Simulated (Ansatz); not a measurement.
Cartesian coordinates in Å:
```
C 0.9703 1.7348 -1.1145
B 1.6696 0.5434 -0.4033
Si 0.7608 -1.1850 0.1132
C -1.1224 -1.1054 0.1198
C -1.6732 -0.1683 1.1911
H 1.3702 2.7123 -0.8297
H 1.2561 1.6146 -2.1743
H -0.1201 1.7548 -1.0814
H 2.8566 0.6217 -0.2293
H 1.2212 -2.2246 -0.8620
H 1.2319 -1.6313 1.4604
H -1.5184 -2.1163 0.2603
H -1.4563 -0.7863 -0.8740
H -2.7654 -0.1244 1.1701
H -1.3772 -0.4931 2.1922
H -1.3037 0.8530 1.0614
```

Total charge 0; spin multiplicity 1.

Q: List the PBE0/def2-TZVPP orbital energies in eV (Ansatz). (An estimate is asked.)

A: Computed: Occupied: -1801.71, -277.97, -277.83, -277.69, -184.65, -144.10, -98.77, -98.75, -98.73, -21.22, -19.83, -17.35, -14.60, -12.76, -12.53, -11.69, -11.47, -11.30, -10.51, -9.84, -9.50, -9.12, -8.30, -7.54. Lowest empty: -1.69, 0.63, 1.57, 1.77, 2.02, 2.11, 2.49, 2.61.
